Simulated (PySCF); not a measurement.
## UHF on Te (tellurium, neutral)

Configuration: [Kr] 4d10 5s1 5p4 5d1, one real determinant (an excited configuration). Computed with PySCF 2.14 in aug-cc-pwCVTZ-PP with ECP28MDF (8s7p6d4f1g, 96 functions), with scalar relativity through the core potential.

| Item | Value |
| --- | --- |
| Total energy | -266.447758 hartree |
| One-electron energy | -462.8197 hartree |
| Hartree (Coulomb) energy | 216.0951 hartree |
| Exchange energy | -19.7232 hartree |
| ⟨S²⟩ | 6.0193 |
| ⟨L²⟩ | 8.064 |
| Sum of ⟨r⟩ | 32.87 bohr |
| Sum of ⟨r²⟩ | 72.40 bohr² |
| Traceless quadrupole moment −½Σ⟨3z² − r²⟩ along its main axis | 2.96 e·bohr² |

| shell | electrons | mean orbital energy (hartree) | spread (hartree) | rms radius, mean of both spins (bohr) |
| --- | --- | --- | --- | --- |
| 4s α | 1 | -7.30252 | 0 | 0.820 |
| 4s β | 1 | -7.26538 | 0 | 0.820 |
| 4p α | 3 | -5.26723 | 0.01460 | 0.881 |
| 4p β | 3 | -5.24088 | 0.00257 | 0.881 |
| 4d α | 5 | -2.11971 | 0.02109 | 1.04 |
| 4d β | 5 | -2.09472 | 0.00602 | 1.04 |
| 5s α | 1 | -0.98331 | 0 | 2.21 |
| 5p α | 3 | -0.50870 | 0.05561 | 2.73 |
| 5p β | 1 | -0.32865 | 0 | 2.73 |
| 5d α | 1 | -0.07338 | 0 | 4.58 |

⟨L²⟩ = 8.06 against 12 for a pure F term, so this real determinant mixes terms. Energies and moments cover only the electrons outside the core potential. The outer electron is Rydberg-like, and this basis confines it to a smaller radius and binds it less than a complete one would.
